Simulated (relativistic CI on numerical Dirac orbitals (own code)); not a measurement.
## How well does a small relativistic CI reproduce Br5+?

Method of calculation: Dirac-Coulomb-Breit CI, KLI orbitals optimised for each configuration, QED by a radiative potential, valence Slater integrals scaled by 0.85, P86 correlation energy added to each configuration (own radial code, finite nucleus).

Configuration list (outside the closed core [Ar] 3d10): 4s², 4s4p, 4p², 4s4d, 4s4f, 4d², 4p4d, 4s5s, 4s5p, 4f², 4p4f, 4s5d, 4s6s, 4p5s, 4s6p, 4s5f. Levels of other configurations are missing.

```tsv
Configuration	Term (tabulated)	J	Measured (cm⁻¹)	Computed	Error	Purity (%)
4s²	1S	0	0.0	0	0	98
4s4p	3P°	0	104316.0	100545	-3771	100
4s4p	3P°	1	106431.0	102601	-3830	99
4s4p	3P°	2	111336.0	107332	-4004	100
4s4p	1P°	1	151274.0	148464	-2810	98
4p²	3P	0	244136.0	241148	-2988	98
4p²	3P	1	247406.0	244286	-3120	100
4p²	3P	2	253892.0	250430	-3462	74
4s4d	3D	1	304648.0	300882	-3766	100
4s4d	3D	2	304967.0	301184	-3783	100
4s4d	3D	3	305451.0	301652	-3799	100
```

Measured levels from Moore, Atomic Energy Levels, vol. II, NSRDS-NBS 35 (1971 reprint of NBS Circular 467, 1952); pairs were made by configuration, J and term (by order where the table uses no LS term), so strongly mixed levels may be paired wrongly. The analysis dates from before 1960.

Mean error by configuration (cm⁻¹): 4s4p -3604; 4p² -3190; 4s4d -3783. Over the excited levels the mean absolute error is 3533 cm⁻¹ (10 of the 10 excited levels that our extract of the source holds in range could be paired), and the median relative error of those above 1,000 cm⁻¹ is 1.3 %.
